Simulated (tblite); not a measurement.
Input of a run (GFN2-xTB geometry optimisation, gas phase (tblite 0.8.0)), started from a force field or distance geometry:
```
{"job": {"kind": "relax", "xc": "GFN2-xTB", "basis": "xTB"}, "charge": 0, "multiplicity": 1}
O      0.455000     0.927200     2.028900
P      0.146700    -0.418500     1.403200
C      1.707700    -0.961000     0.610800
C      2.017900     0.160800    -0.394500
C      0.914200     0.287500    -1.420200
C     -0.359200     0.892100    -0.842700
F     -1.145600     1.272400    -1.914200
C     -0.972600    -0.174800     0.012700
Si    -2.716600     0.126400     0.497200
H     -0.323800    -1.345600     2.349400
H      2.505700    -1.153400     1.313400
H      1.406700    -1.848200    -0.003100
H      2.986400    -0.073600    -0.841500
H      2.152100     1.082800     0.192700
H      0.641400    -0.741600    -1.740800
H      1.278100     0.869500    -2.277600
H     -0.070500     1.798600    -0.263100
H     -0.950100    -1.129800    -0.582600
H     -3.236000    -1.106900     1.122000
H     -3.533300     0.337600    -0.715200
H     -2.913000     1.215500     1.464600
```

Output (eV, eV/Å):
```
step      E/eV     max force
  0    -814.23113    4.220
  1    -814.48082    3.156
  2    -814.58506    0.635
  3    -814.65113    0.902
  4    -814.71762    0.629
  5    -814.74289    0.363
  6    -814.76651    0.262
  7    -814.77908    0.364
  8    -814.79201    0.274
  9    -814.80317    0.250
 10    -814.81364    0.230
 11    -814.82317    0.261
 12    -814.83376    0.234
 13    -814.84417    0.215
 14    -814.85199    0.188
 15    -814.85709    0.150
 16    -814.86114    0.138
 17    -814.86488    0.128
 18    -814.86809    0.115
 19    -814.87084    0.130
 20    -814.87371    0.137
 21    -814.87698    0.130
 22    -814.87982    0.105
 23    -814.88159    0.083
 24    -814.88286    0.083
 25    -814.88430    0.105
 26    -814.88601    0.103
 27    -814.88759    0.081
 28    -814.88879    0.091
 29    -814.88979    0.093
 30    -814.89077    0.067
 31    -814.89164    0.067
 32    -814.89227    0.057
 33    -814.89280    0.061
 34    -814.89341    0.063
 35    -814.89406    0.064
 36    -814.89458    0.045
 37    -814.89501    0.048
 38    -814.89553    0.068
 39    -814.89637    0.086
 40    -814.89750    0.083
 41    -814.89861    0.081
 42    -814.89950    0.080
 43    -814.90037    0.072
 44    -814.90137    0.080
 45    -814.90229    0.065
 46    -814.90288    0.048
 47    -814.90319    0.034
 48    -814.90343    0.031
 49    -814.90371    0.033
 50    -814.90399    0.034
 51    -814.90423    0.035
 52    -814.90446    0.036
 53    -814.90471    0.037
 54    -814.90497    0.033
 55    -814.90517    0.027
 56    -814.90529    0.030
 57    -814.90540    0.026
 58    -814.90554    0.030
 59    -814.90569    0.028
 60    -814.90582    0.028
 61    -814.90591    0.020
 62    -814.90598    0.017
 63    -814.90604    0.018
 64    -814.90610    0.017
 65    -814.90616    0.020
 66    -814.90624    0.019
 67    -814.90631    0.021
 68    -814.90636    0.016
 69    -814.90640    0.014
 70    -814.90643    0.012
 71    -814.90646    0.011
 72    -814.90649    0.012
 73    -814.90653    0.014
 74    -814.90658    0.017
 75    -814.90663    0.017
 76    -814.90669    0.016
 77    -814.90674    0.016
 78    -814.90680    0.016
 79    -814.90686    0.017
 80    -814.90694    0.020
 81    -814.90705    0.022
 82    -814.90717    0.023
 83    -814.90726    0.023
 84    -814.90735    0.023
 85    -814.90746    0.024
 86    -814.90761    0.024
 87    -814.90776    0.022
 88    -814.90786    0.019
 89    -814.90792    0.017
 90    -814.90797    0.019
 91    -814.90805    0.020
 92    -814.90813    0.020
 93    -814.90819    0.016
 94    -814.90822    0.013
 95    -814.90824    0.009
```

Task: Summarise the run.

Result: The energy falls by 15.6 kcal/mol over 95 L-BFGS steps, the largest force on an atom goes from 4.22 to 0.009 eV/Å, and the atoms move by 0.240 Å rms after alignment. The bond that changes most is C8–Si9 (sp3 carbon bound to silicon to SiH3 silicon), which lengthens by 0.075 Å. Bonds longer at the end by more than 0.005 Å: 6 of 21; shorter: 12. Among the angles that change most is C8–P2–H10, from 113.6° to 104.8°. Among the dihedrals that turn most is H10–P2–C8–Si9, from 49° to 71°. The energy never rose by more than 1e-5 eV on the way. The first step brought 37 % of the lowering.

Task: What are the final bond lengths?

Result: O1=P2 1.463 Å, P2–C3 1.833 Å, C3–C4 1.527 Å, C4–C5 1.527 Å, C5–C6 1.526 Å, C6–F7 1.389 Å, C6–C8 1.515 Å, C8–Si9 1.909 Å, P2–C8 1.816 Å, P2–H10 1.399 Å, C3–H11 1.093 Å, C3–H12 1.091 Å, C4–H13 1.093 Å, C4–H14 1.094 Å, C5–H15 1.094 Å, C5–H16 1.092 Å, C6–H17 1.099 Å, C8–H18 1.092 Å, Si9–H19 1.466 Å, Si9–H20 1.460 Å, Si9–H21 1.458 Å. Numbering counts from 1 in the input's order; the species is `C1C[P@H]([C@@H]([SiH3])[C@H](F)C1)=O`.

Its GFN2-xTB frequencies are all real (lowest 79 cm⁻¹). One conformer, not necessarily the lowest. 3 starts were optimised and ended at 0.00, 0.01 and 0.44 kcal/mol (GFN2-xTB); the lowest of these is shown.

These are computed values.
